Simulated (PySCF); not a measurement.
Zr(OPh)F3, C6H5F3OZr (singlet state).
Geometry (PBE0-D3(BJ)/def2-SVP, Å), atoms numbered from 1 in this order:
```xyz
16
C6H5F3OZr angstrom
Zr    -1.009   -1.282   -2.930
O     -0.445   -0.543   -1.255
C     -0.039   -0.033   -0.076
C     -0.331   -0.708    1.112
C      0.097   -0.178    2.326
C      0.811    1.020    2.364
C      1.096    1.688    1.173
C      0.674    1.169   -0.048
H     -0.889   -1.646    1.068
H     -0.132   -0.709    3.253
H      1.144    1.431    3.319
H      1.655    2.627    1.193
H      0.892    1.680   -0.987
F      0.534   -1.657   -3.977
F     -2.090   -0.016   -3.852
F     -2.001   -2.876   -2.617
```

Theory: TDDFT wB97X-D/def2-SVPD, vertical, gas phase, core orbitals frozen in the response, def2 core potentials past Kr (PySCF 2.14.0, density-fitted response routines). Spin–orbit coupling is left out.

Ground-to-excited transition dipoles (e·a0, same axes as the geometry; the sign carries no meaning), for the states with f of 0.002 or more among the lowest 9:

```tsv
state	E (eV)	μx	μy	μz
S1	5.270	0.115	0.211	-0.112
S2	5.604	0.420	0.527	1.269
S5	6.434	0.246	0.354	0.512
S6	6.719	-0.402	-0.841	1.073
S7	6.898	0.534	0.787	0.902
S8	6.923	-0.352	-0.475	-0.545
S9	7.046	-0.137	0.006	-0.118
```

(1) Work out the oscillator strengths.

(2) Which bond between heavy atoms lies closest to the direction of the S6 transition dipole?

(3) What angle do the transition dipoles of S5 and S8 make?

(4) What peak molar absorption coefficient would the strongest computed level give as a lone Gaussian band 0.5 eV wide at half height?

## Answers

(1) f = (2/3) ΔE |μ|² with ΔE in hartree (27.2114 eV).

```json
{"state": "S1", "|μ|² (au)": "0.070", "|μ| (D)": "0.67", "f": "0.009"}
{"state": "S2", "|μ|² (au)": "2.064", "|μ| (D)": "3.65", "f": "0.283"}
{"state": "S5", "|μ|² (au)": "0.448", "|μ| (D)": "1.70", "f": "0.071"}
{"state": "S6", "|μ|² (au)": "2.019", "|μ| (D)": "3.61", "f": "0.332"}
{"state": "S7", "|μ|² (au)": "1.719", "|μ| (D)": "3.33", "f": "0.290"}
{"state": "S8", "|μ|² (au)": "0.646", "|μ| (D)": "2.04", "f": "0.110"}
{"state": "S9", "|μ|² (au)": "0.033", "|μ| (D)": "0.46", "f": "0.006"}
```

(2) C3–C4 and C6–C7, at 9° from it; next Zr1–F16 at 40°.

(3) |cos θ| = |μa·μb| / (|μa| |μb|) = 0.99, so θ ≈ 7° (taken between 0 and 90°, since the signs are arbitrary).

(4) ε(max) = 2.175×10⁸ f / FWHM, with the width in cm⁻¹. S6: 2.175×10⁸ × 0.3323 / 4033 ≈ 18000 L mol⁻¹ cm⁻¹.

All these states lie below the vertical ionisation energy of 8.85 eV (ΔSCF).
